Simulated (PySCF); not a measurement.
Cl₂Si, charge -1, doublet, geometry from GFN2-xTB (a state made from the parent by changing its charge; the spin is typed, not shown lowest) (in this run its highest filled SCF level lies above zero, so its values depend strongly on the basis, on diffuse functions most of all), with bond 3-1 at 1.3 times its length; R2SCAN/def2-SVP in PySCF.

Input for PySCF:
```python
from pyscf import gto, scf, dft

mol = gto.Mole()
mol.atom = '''
    Si    0.001929    0.007227    1.067714
    Cl    1.178613    1.407333   -0.451322
    Cl   -1.534840   -1.839438   -0.876677
'''
mol.basis = 'def2-svp'
mol.charge = -1
mol.spin = 1
mol.verbose = 4
mol.build()

mf = dft.UKS(mol)
mf.xc = 'r2scan'
mf.init_guess = '1e'
mf.kernel()
```

The log (banner, timings and long lists left out):

```
PySCF version 2.14.0

[INPUT] verbose = 4
[INPUT] num. atoms = 3
[INPUT] num. electrons = 49
[INPUT] charge = -1
[INPUT] spin (= nelec alpha-beta = 2S) = 1
[INPUT] symmetry False subgroup None
[INPUT] Mole.unit = angstrom
[INPUT] Symbol           X                Y                Z      unit          X                Y                Z       unit  Magmom
[INPUT]  1 Si     0.001929000000   0.007227000000   1.067714000000 AA    0.003645281694   0.013657050702   2.017687039364 Bohr   0.0
[INPUT]  2 Cl     1.178613000000   1.407333000000  -0.451322000000 AA    2.227255776852   2.659473936063  -0.852874973991 Bohr   0.0
[INPUT]  3 Cl    -1.534840000000  -1.839438000000  -0.876677000000 AA   -2.900427245027  -3.476034043118  -1.656679429705 Bohr   0.0

nuclear repulsion = 129.684743769157
number of shells = 24
number of NR pGTOs = 108
number of NR cGTOs = 54
basis = def2-svp
ecp = {}

******** <class 'pyscf.dft.uks.UKS'> ********
method = UKS
initial guess = 1e
damping factor = 0
level_shift factor = 0
DIIS = <class 'pyscf.scf.diis.CDIIS'>
diis_start_cycle = 1
diis_space = 8
diis_damp = 0
SCF conv_tol = 1e-09
SCF conv_tol_grad = None
SCF max_cycles = 50
direct_scf = True
direct_scf_tol = 1e-13
number electrons alpha = 25  beta = 24
XC library pyscf.dft.libxc version 7.1.2
    S. Lehtola, C. Steigemann, M. J. T. Oliveira, and M. A. L. Marques,  SoftwareX 7, 1–5 (2018)
XC functionals = r2scan
    J. W. Furness, A. D. Kaplan, J. Ning, J. P. Perdew, and J. Sun,  J. Phys. Chem. Lett. 11, 8208–8215 (2020)
    J. W. Furness, A. D. Kaplan, J. Ning, J. P. Perdew, and J. Sun,  J. Phys. Chem. Lett. 11, 9248–9248 (2020)
    J. W. Furness, A. D. Kaplan, J. Ning, J. P. Perdew, and J. Sun,  J. Phys. Chem. Lett. 11, 8208–8215 (2020)
    J. W. Furness, A. D. Kaplan, J. Ning, J. P. Perdew, and J. Sun,  J. Phys. Chem. Lett. 11, 9248–9248 (2020)
radial grids:
    Treutler-Ahlrichs [JCP 102, 346 (1995); DOI:10.1063/1.469408] (M4) radial grids

becke partition: Becke, JCP 88, 2547 (1988); DOI:10.1063/1.454033
pruning grids: <function nwchem_prune>
grids dens level: 3
symmetrized grids: False
atomic radii adjust function: <function treutler_atomic_radii_adjust>
small_rho_cutoff = 0
Set gradient conv threshold to 3.16228e-05
Initial guess from hcore.

tot grids = 56944
init E= -1194.5095007842
cycle= 1 E= -1179.67712065297  delta_E= 14.8  |g|= 4.33  |ddm|= 15.5
cycle= 2 E= -1122.40173755863  delta_E= 57.3  |g|= 4.86  |ddm|= 14.2
cycle= 3 E= -1200.42015154458  delta_E=  -78  |g|= 2.54  |ddm|= 10.1
cycle= 4 E= -1204.75592731569  delta_E= -4.34  |g|=  2.1  |ddm|= 13.7
cycle= 5 E= -1209.16271281279  delta_E= -4.41  |g|= 0.566  |ddm|= 10.2
cycle= 6 E= -1209.17002444656  delta_E= -0.00731  |g|= 0.643  |ddm|=  1.2
cycle= 7 E= -1209.31753217871  delta_E= -0.148  |g|= 0.469  |ddm|= 0.797
cycle= 8 E= -1209.33610514482  delta_E= -0.0186  |g|= 0.445  |ddm|= 0.145
cycle= 9 E= -1209.35456003667  delta_E= -0.0185  |g|= 0.413  |ddm|= 0.12
cycle= 10 E= -1209.45701570919  delta_E= -0.102  |g|= 0.178  |ddm|= 0.451
cycle= 11 E= -1209.48213862371  delta_E= -0.0251  |g|= 0.0366  |ddm|= 0.312
cycle= 12 E= -1209.48343532261  delta_E= -0.0013  |g|= 0.0114  |ddm|= 0.0756
cycle= 13 E= -1209.4835804171  delta_E= -0.000145  |g|= 0.00416  |ddm|= 0.0276
cycle= 14 E= -1209.48360411929  delta_E= -2.37e-05  |g|= 0.00155  |ddm|= 0.0112
cycle= 15 E= -1209.4836089435  delta_E= -4.82e-06  |g|= 0.000551  |ddm|= 0.00663
cycle= 16 E= -1209.48360935093  delta_E= -4.07e-07  |g|= 0.000123  |ddm|= 0.00142
cycle= 17 E= -1209.48360938445  delta_E= -3.35e-08  |g|= 5.87e-05  |ddm|= 0.00051
cycle= 18 E= -1209.48360938915  delta_E= -4.69e-09  |g|= 1.8e-05  |ddm|= 0.000152
cycle= 19 E= -1209.48360938997  delta_E= -8.21e-10  |g|= 8.16e-06  |ddm|= 7.37e-05
Extra cycle  E= -1209.48360939006  delta_E= -9.5e-11  |g|= 1e-05  |ddm|= 3.71e-05
converged SCF energy = -1209.48360939006  <S^2> = 0.75837615  2S+1 = 2.0083587
```
